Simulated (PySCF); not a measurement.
CH₆GaN. Atoms are numbered in the order given.

```xyz
9

Ga    -0.0563     0.8071     0.0000
H      1.0634     1.9092     0.0000
H     -1.6179     0.9899     0.0000
N      0.5335    -0.9271     0.0000
C     -0.2526    -2.1447     0.0000
H      1.5428    -1.1003     0.0000
H     -0.0639    -2.7811    -0.8962
H     -0.0639    -2.7811     0.8962
H     -1.3342    -1.8982     0.0000
```

Coordinates come from a PBE-D3(BJ)/def2-SVP optimisation.

Method: ωB97X/def2-TZVPD run with PySCF.

The molecule is in vacuum.

Estimate the frontier levels, gap, dipole moment and polarisability. (Estimate from the structure and the level; the computed values follow.)


| Item | Value |
|---|---|
| highest occupied level | -9.09 eV |
| lowest empty level | 1.00 eV |
| orbital gap | 10.09 eV |
| dipole moment | 0.72 D |
| quadrupole, principal values (traceless, Buckingham form, about the centre of nuclear charge) | -1.92, 0.94, 0.98 D·Å |
| mean static polarisability | 54.7 bohr³ (8.11 Å³) |
| polarisability, principal values | 44.0, 53.1, 67.1 bohr³ |
